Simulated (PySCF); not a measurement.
# Two probes of the same atoms: core binding energy and nuclear shielding

Compound: C7H15B.
SMILES with atom numbers: `[CH3:1][B:2]1[CH2:3][CH2:4][CH2:5][CH2:6][C@H:7]1[CH3:8]`

Binding energies: delta-SCF UKS SCAN, pcX-2 on the ionised atom, pcseg-1 elsewhere, spin-free X2C (PySCF 2.14.0). Shieldings: GIAO PBE0/pcSseg-1, non-relativistic, same geometry.

```csv
atom,C 1s (eV)
C1,289.83
C3,289.67
C4,290.19
C5,290.14
C6,290.07
C7,289.60
C8,290.35
```

What are the absolute isotropic shieldings of these atoms?

| atom | environment | C 1s (eV) | isotropic shielding (ppm) |
| --- | --- | --- | --- |
| C7 | sp3 carbon bound to boron | 289.60 | 155.1 |
| C3 | sp3 carbon bound to boron | 289.67 | 156.8 |
| C1 | sp3 carbon bound to boron | 289.83 | 169.4 |
| C6 | ring CH2 carbon | 290.07 | 150.7 |
| C5 | ring CH2 carbon | 290.14 | 160.2 |
| C4 | ring CH2 carbon | 290.19 | 157.0 |
| C8 | methyl carbon | 290.35 | 168.8 |

Among the listed atoms, is the one with the highest binding energy also the least shielded?

No. The highest binding energy is at C8 (290.35 eV, shielding 168.8 ppm), the lowest shielding at C6 (150.7 ppm, 290.07 eV).

Over these 7 sites the two quantities correlate at r = 0.27. By binding energy: C7 < C3 < C1 < C6 < C5 < C4 < C8. By shielding: C6 < C7 < C3 ≈ C4 < C5 < C8 < C1.

Isolated species at its PBE0-D3(BJ)/def2-SVP geometry (one conformer only).
